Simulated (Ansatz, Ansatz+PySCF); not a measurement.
```xyz
5

N    -0.0384   -0.0978    0.1502
O    -0.2159    1.0261    0.3126
O     3.0035    0.0003    0.0139
H     3.1550    0.8376    0.3664
H     3.7687   -0.2155   -0.4867
```

Basis set: def2-SVP (spherical functions). Correlated methods keep 3 orbitals frozen. Charge 0, multiplicity 2.

Computed with Ansatz (development build ahead of 0.2.0); each method stands on the lowest determinant of its kind that the runs found.

The atomization energy at this shape (free ground-state atoms in the same class of orbitals less the molecule, no zero-point energy) of doublet H2NO2:

```csv
method,atomization energy
PBE0 (unrestricted),16.26 eV
UHF,8.93 eV
```

(1) What does UHF-MP2 give?

## Answers

(1) 15.55 eV. Caution for PBE0 (unrestricted): charge can spread falsely over distant fragments.
